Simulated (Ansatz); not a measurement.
`[CH3][Ge]([F])([SiH3])[Cl]` → `[F][Ge][Cl]` + `C[SiH3]` at 700 K and 1 bar (germylene formation by 1,1-elimination).

Computed with Ansatz on PBE0-D4/def2-TZVP structures; ΔE is electronic, products minus reactants. CCSD(T)/CBS is the MP2 limit (def2-TZVPP, def2-QZVPP) plus CCSD(T) − MP2 in def2-TZVPP, frozen cores. This one scheme is used for every species. For Ge outer-core shells are correlated without core-valence functions, which leaves a few kJ/mol of doubt a bond. Scalar relativity is left out up to krypton.

| species | CCSD(T)/CBS energy (Eh) | H − E (kJ/mol) | S (J/(mol·K)) |
| --- | --- | --- | --- |
| `[CH3][Ge]([F])([SiH3])[Cl]` | -2966.52107 | 264.4 | 537.3 |
| `[F][Ge][Cl]` | -2635.75718 | 42.1 | 335.3 |
| `C[SiH3]` | -330.73916 | 210.8 | 332.0 |

H − E and S are ideal-gas, rigid-rotor, harmonic terms from PBE0-D4/def2-TZVP, for one conformer and one mirror image of each species. 1 Eh = 2625.50 kJ/mol, R = 8.31446 J/(mol·K).

Task: By hand: ΔE, ΔH, ΔS and ΔG.

Result: ΔE = (-2635.75718) + (-330.73916) − (-2966.52107) = 0.02473 Eh = 64.9 kJ/mol. Δ(H − E) = 42.1 + 210.8 − 264.4 = -11.5, so ΔH = 53.4 kJ/mol. ΔS = 335.3 + 332.0 − 537.3 = 130.0 J/(mol·K). ΔG = 53.4 − 700 × (130.0)/1000 = -37.6 kJ/mol.

Task: By hand: the equilibrium constant, and the temperature at which ΔG would vanish if ΔH and ΔS stayed fixed.

Result: log₁₀ K = −ΔG/(RT ln 10) = 2.8. ΔG = 0 at ΔH/ΔS = 411 K.

The number of gas molecules changes by +1, which sets the sign of ΔS. A doubt of 5 kJ/mol in ΔE shifts log₁₀ K by 0.4 here. Other conformers and mirror images would add mixing entropy, several J/(mol·K) or more a flexible species. These are equilibria of isolated gas molecules and say nothing of rates. Largest T1 diagnostic: 0.014 (customary marks: 0.02 for closed shells, 0.045 for open ones).
